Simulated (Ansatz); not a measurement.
`[OH][GeH2][SiH](O)Cl` + `CBOC` → `C[SiH](O)[GeH2][OH]` + `COBCl`  (redistribution)

Gas-phase electronic energies from Ansatz, PBE0-D4/def2-TZVP geometries. CCSD(T)/CBS adds triple-zeta CCSD(T) − MP2 to the extrapolated MP2 energy (def2 sets, frozen cores). Functionals use def2-TZVPP. B3LYP here is the variant with VWN-RPA as its local correlation; programs differ in this. For Ge outer-core shells are correlated without core-valence functions, which leaves a few kJ/mol of doubt a bond. Scalar relativity is left out up to krypton. One conformer a species, not always the lowest.

```
             level  ΔE (kJ/mol)  difference from CCSD(T)/CBS
            PBE-D4         26.8                         -0.9
         r2SCAN-D4         28.3                          0.6
           PBE0-D4         27.2                         -0.5
          B3LYP-D4         28.6                          0.9
           ωB97X-V         28.0                          0.3
           ωB97M-V         29.7                          2.0
            B2PLYP         26.7                         -1.0
               PBE         26.1                         -1.6
            r2SCAN         28.3                          0.6
              PBE0         26.7                         -1.0
             B3LYP         27.2                         -0.5
     HF/def2-TZVPP         25.5                         -2.2
    MP2/def2-TZVPP         24.5                         -3.2
SCS-MP2/def2-TZVPP         23.7                         -4.0
   CCSD/def2-TZVPP         23.9                         -3.8
CCSD(T)/def2-TZVPP         23.6                         -4.1
     HF/def2-QZVPP         25.5                         -2.2
    MP2/def2-QZVPP         26.8                         -0.9
SCS-MP2/def2-QZVPP         25.9                         -1.8
      HF/CBS(def2)         25.6                         -2.1
     MP2/CBS(def2)         28.6                          0.9
    CCSD/CBS(def2)         28.0                          0.3
       CCSD(T)/CBS         27.7                            0
```

Largest T1 diagnostic among the species: 0.012.
